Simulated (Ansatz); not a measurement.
Relaxation of the cluster Al4O6 with RKS r2SCAN-D4/def2-SVP.

```sh
$ ansatz run in.yaml --threads 4 --pin off --events-out ev --progress --plain --max-ram 8704MiB
```

```yaml
crystal:
  periodic: [false, false, false]
  atoms:
    - {symbol: Al, position_ang: [1.750360, -0.659440, 0.180630]}
    - {symbol: Al, position_ang: [-0.215880, 1.134200, 0.880770]}
    - {symbol: Al, position_ang: [-0.752730, -1.586450, 0.073870]}
    - {symbol: Al, position_ang: [0.143600, 0.202290, -1.734580]}
    - {symbol: O, position_ang: [1.346580, 0.548160, 1.261790]}
    - {symbol: O, position_ang: [1.753350, -0.297210, -1.462840]}
    - {symbol: O, position_ang: [-0.863340, -1.156290, -1.550350]}
    - {symbol: O, position_ang: [-0.325650, 1.503650, -0.774350]}
    - {symbol: O, position_ang: [-1.310860, -0.483800, 1.207050]}
    - {symbol: O, position_ang: [-1.525450, 0.794870, 1.918040]}
basis:
  gaussian: {orbitals: def2-SVP}
hamiltonian: {xc: r2scan, dispersion: d4}
scf: {lower_state_search: "off"}
output: {orbitals: {seedname: orbitals}}
relax: {f_tol: 0.02, max_steps: 100}
```

Hardware: 4 threads of Arm Neoverse V2 on a shared host. Wall time 30 s.

Positions (Å) and forces (eV/Å) at steps 1, 2, 3, 4, 5, 6, 7, 8, 9, 10 of 10:

```xyz
10
step=1 energy=-38651.1404 eV
Al    1.750   -0.659    0.181    0.268   -1.443    0.509
Al   -0.216    1.134    0.881    0.969    0.187   -0.463
Al   -0.753   -1.586    0.074    0.929   -1.768   -0.072
Al    0.144    0.202   -1.735    0.067   -0.121   -0.460
O     1.347    0.548    1.262    0.607    0.938    1.110
O     1.753   -0.297   -1.463    1.038    0.238   -1.311
O    -0.863   -1.156   -1.550   -1.003   -0.307   -1.351
O    -0.326    1.504   -0.774   -0.526    1.292   -0.328
O    -1.311   -0.484    1.207   -0.737    0.742    1.139
O    -1.525    0.795    1.918   -1.611    0.241    1.226
10
step=2 energy=-38651.3997 eV
Al    1.767   -0.669    0.191   -0.009   -0.789    0.287
Al   -0.210    1.130    0.881    0.571   -0.028   -0.218
Al   -0.745   -1.609    0.066    0.624   -0.988   -0.096
Al    0.144    0.195   -1.732    0.035   -0.123   -0.150
O     1.376    0.571    1.272    0.368    0.518    0.622
O     1.774   -0.299   -1.473    0.549    0.138   -0.760
O    -0.905   -1.154   -1.569   -0.538   -0.137   -0.798
O    -0.326    1.524   -0.782   -0.316    0.737   -0.223
O    -1.318   -0.491    1.222   -0.327    0.456    0.682
O    -1.556    0.802    1.923   -0.957    0.216    0.653
10
step=3 energy=-38651.5510 eV
Al    1.756   -0.694    0.207   -0.046    0.099   -0.019
Al   -0.198    1.119    0.884    0.005   -0.131    0.046
Al   -0.698   -1.640    0.051   -0.116   -0.031   -0.202
Al    0.137    0.186   -1.722   -0.071    0.063    0.045
O     1.419    0.598    1.293    0.051   -0.039    0.016
O     1.792   -0.302   -1.484    0.019   -0.047    0.002
O    -0.967   -1.148   -1.597    0.103   -0.062    0.036
O    -0.328    1.559   -0.790   -0.015   -0.035   -0.015
O    -1.298   -0.501    1.249    0.185    0.131    0.166
O    -1.615    0.823    1.911   -0.115    0.052   -0.075
10
step=4 energy=-38651.5642 eV
Al    1.750   -0.691    0.206   -0.032    0.105   -0.025
Al   -0.193    1.117    0.889   -0.036   -0.123    0.094
Al   -0.709   -1.646    0.044   -0.129    0.062   -0.134
Al    0.134    0.187   -1.721   -0.047    0.039    0.019
O     1.426    0.596    1.300    0.026   -0.030   -0.039
O     1.792   -0.300   -1.487   -0.012   -0.047    0.060
O    -0.962   -1.156   -1.607    0.068   -0.009    0.068
O    -0.332    1.557   -0.786    0.012   -0.065   -0.012
O    -1.278   -0.498    1.263    0.237   -0.014    0.075
O    -1.628    0.833    1.900   -0.087    0.082   -0.106
10
step=5 energy=-38651.5934 eV
Al    1.739   -0.656    0.239   -0.157    0.011   -0.041
Al   -0.169    1.125    0.920   -0.169   -0.070    0.067
Al   -0.800   -1.686   -0.024    0.175    0.347    0.261
Al    0.116    0.183   -1.711    0.104   -0.027   -0.020
O     1.475    0.652    1.328   -0.062   -0.042   -0.164
O     1.769   -0.335   -1.467   -0.093    0.035    0.117
O    -0.990   -1.154   -1.663   -0.080    0.091    0.074
O    -0.332    1.544   -0.765    0.087   -0.039    0.044
O    -1.122   -0.502    1.318    0.114   -0.574   -0.201
O    -1.686    0.828    1.823    0.080    0.269   -0.138
10
step=6 energy=-38651.6194 eV
Al    1.713   -0.674    0.231    0.130    0.049    0.015
Al   -0.180    1.112    0.912   -0.091    0.052    0.057
Al   -0.722   -1.670    0.000   -0.203    0.164    0.001
Al    0.117    0.197   -1.722    0.016   -0.043    0.066
O     1.458    0.634    1.319    0.020   -0.023   -0.087
O     1.760   -0.343   -1.471   -0.052    0.026    0.008
O    -1.012   -1.123   -1.624    0.068   -0.005    0.070
O    -0.308    1.559   -0.768    0.015   -0.022    0.006
O    -1.117   -0.525    1.337    0.005   -0.185    0.004
O    -1.710    0.831    1.786    0.092   -0.012   -0.139
10
step=7 energy=-38651.6072 eV rejected
Al    1.707   -0.674    0.240    0.070   -0.109    0.027
Al   -0.164    1.171    0.911   -0.184   -0.509    0.014
Al   -0.744   -1.679    0.002   -0.017    0.018   -0.070
Al    0.112    0.196   -1.706    0.006    0.011   -0.037
O     1.455    0.641    1.317    0.012    0.160    0.009
O     1.752   -0.346   -1.463   -0.024    0.032   -0.002
O    -1.027   -1.111   -1.612    0.024    0.020   -0.013
O    -0.295    1.577   -0.773   -0.010    0.056   -0.008
O    -1.094   -0.575    1.354   -0.018    0.454    0.158
O    -1.702    0.800    1.731    0.141   -0.132   -0.078
10
step=8 energy=-38651.6283 eV
Al    1.727   -0.673    0.232    0.015    0.013   -0.016
Al   -0.179    1.115    0.910    0.004   -0.006    0.072
Al   -0.746   -1.663    0.005   -0.012    0.027   -0.044
Al    0.118    0.197   -1.714    0.054   -0.002   -0.012
O     1.462    0.640    1.311   -0.020   -0.016   -0.044
O     1.761   -0.341   -1.471   -0.015    0.003    0.017
O    -1.014   -1.115   -1.620   -0.009   -0.015    0.049
O    -0.304    1.563   -0.767   -0.016   -0.011   -0.016
O    -1.111   -0.546    1.358   -0.020    0.058    0.037
O    -1.715    0.823    1.757    0.019   -0.053   -0.042
10
step=9 energy=-38651.6289 eV
Al    1.731   -0.675    0.224   -0.008    0.000    0.020
Al   -0.180    1.114    0.917    0.013   -0.034   -0.056
Al   -0.746   -1.657    0.010    0.009    0.014    0.000
Al    0.124    0.198   -1.718   -0.035   -0.003    0.052
O     1.462    0.635    1.306   -0.010    0.022   -0.001
O     1.764   -0.339   -1.477    0.020   -0.003   -0.022
O    -1.015   -1.111   -1.612    0.011    0.015   -0.015
O    -0.302    1.559   -0.764   -0.001   -0.010    0.024
O    -1.110   -0.545    1.371   -0.030    0.002    0.006
O    -1.727    0.820    1.744    0.032   -0.005   -0.008
10
step=10 energy=-38651.6293 eV
Al    1.734   -0.676    0.224   -0.014    0.002    0.002
Al   -0.180    1.110    0.914   -0.010    0.005    0.013
Al   -0.744   -1.653    0.011   -0.008   -0.004   -0.009
Al    0.124    0.198   -1.715    0.005   -0.004   -0.004
O     1.462    0.635    1.304    0.009   -0.005    0.003
O     1.766   -0.339   -1.478    0.003    0.006   -0.006
O    -1.014   -1.110   -1.613    0.001   -0.014    0.004
O    -0.306    1.558   -0.764    0.006    0.014   -0.010
O    -1.119   -0.546    1.370    0.007    0.008    0.008
O    -1.724    0.822    1.747    0.001   -0.008    0.000
```

The structure holds one bond between oxygen atoms, so isomers without such links may lie far lower. The restricted singlet is unstable towards broken spin symmetry in Hartree–Fock (as tested in another run); at r2SCAN-D4/def2-SVP this wasn't settled. Another isomer (singlet) lies 5.69 eV lower at PBE0-D4/def2-TZVP; other spin states weren't run for this one.
